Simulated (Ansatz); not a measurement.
Al(PH3)F3 (AlPH₃F₃), 8 atoms. Hardware: 4 threads of Arm Neoverse V2 on a shared host.

Correlated methods freeze 13 core orbitals.

(1) How many basis functions does each of these Ansatz runs have, and roughly what does it cost? PBE-D4/def2-TZVPD, charge -1 doublet at the geometry of the charge 0 singlet, energy, from earlier orbitals; PBE0-D4/def2-SVP, charge 0 singlet, energy, from earlier orbitals; PBE0-D4/def2-TZVP, charge 0 triplet at the geometry of the charge 0 singlet, energy; r2SCAN-D4/def2-TZVP, charge 0 triplet at the geometry of the charge 0 singlet, energy, from earlier orbitals; PBE0-D4/def2-SVP, charge -1 doublet at the geometry of the charge 0 singlet, energy with a search over starts; PBE0-D4/def2-TZVP, charge 1 doublet at the geometry of the charge 0 singlet, energy, from earlier orbitals; B97M-V/def2-TZVP, charge 0 singlet, energy, from earlier orbitals; B3LYP-D4/6-31G, charge 0 singlet, energy; B3LYP-D4/def2-TZVP, charge 0 singlet, energy, from earlier orbitals; r2SCAN0-D4/def2-TZVP, charge 0 singlet, energy, from earlier orbitals; MP2/def2-TZVP, charge 0 singlet, energy, from earlier orbitals; LDA (SPW92)/def2-TZVP, charge 0 singlet, energy, from earlier orbitals.

Answers

(1) Other jobs shared the machine, so times can vary by a factor of up to 3. A dash marks memory too small to be measured apart from the calling script's.

```json
{"run": "B3LYP-D4/6-31G, charge 0 singlet, energy", "functions": "59", "fitting or Cholesky vectors": "608", "wall time": "0.65 s", "peak host memory (GiB)": "–"}
{"run": "LDA (SPW92)/def2-TZVP, charge 0 singlet, energy, from earlier orbitals", "functions": "185", "fitting or Cholesky vectors": "1129", "wall time": "0.7 s", "peak host memory (GiB)": "–"}
{"run": "PBE0-D4/def2-SVP, charge 0 singlet, energy, from earlier orbitals", "functions": "93", "fitting or Cholesky vectors": "856", "wall time": "0.8 s", "peak host memory (GiB)": "–"}
{"run": "MP2/def2-TZVP, charge 0 singlet, energy, from earlier orbitals", "functions": "185", "fitting or Cholesky vectors": "1214", "wall time": "1.4 s", "peak host memory (GiB)": "–"}
{"run": "B3LYP-D4/def2-TZVP, charge 0 singlet, energy, from earlier orbitals", "functions": "185", "fitting or Cholesky vectors": "1141", "wall time": "1.6 s", "peak host memory (GiB)": "–"}
{"run": "r2SCAN0-D4/def2-TZVP, charge 0 singlet, energy, from earlier orbitals", "functions": "185", "fitting or Cholesky vectors": "1161", "wall time": "3.5 s", "peak host memory (GiB)": "–"}
{"run": "PBE0-D4/def2-TZVP, charge 1 doublet at the geometry of the charge 0 singlet, energy, from earlier orbitals", "functions": "185", "fitting or Cholesky vectors": "1161", "wall time": "3.9 s", "peak host memory (GiB)": "0.55"}
{"run": "PBE-D4/def2-TZVPD, charge -1 doublet at the geometry of the charge 0 singlet, energy, from earlier orbitals", "functions": "233", "fitting or Cholesky vectors": "1283", "wall time": "5.5 s", "peak host memory (GiB)": "–"}
{"run": "B97M-V/def2-TZVP, charge 0 singlet, energy, from earlier orbitals", "functions": "185", "fitting or Cholesky vectors": "1129", "wall time": "6 s", "peak host memory (GiB)": "–"}
{"run": "PBE0-D4/def2-TZVP, charge 0 triplet at the geometry of the charge 0 singlet, energy", "functions": "185", "fitting or Cholesky vectors": "1161", "wall time": "9.5 s", "peak host memory (GiB)": "0.81"}
{"run": "r2SCAN-D4/def2-TZVP, charge 0 triplet at the geometry of the charge 0 singlet, energy, from earlier orbitals", "functions": "185", "fitting or Cholesky vectors": "1129", "wall time": "13 s", "peak host memory (GiB)": "–"}
{"run": "PBE0-D4/def2-SVP, charge -1 doublet at the geometry of the charge 0 singlet, energy with a search over starts", "functions": "93", "fitting or Cholesky vectors": "856", "wall time": "16 s", "peak host memory (GiB)": "–"}
```
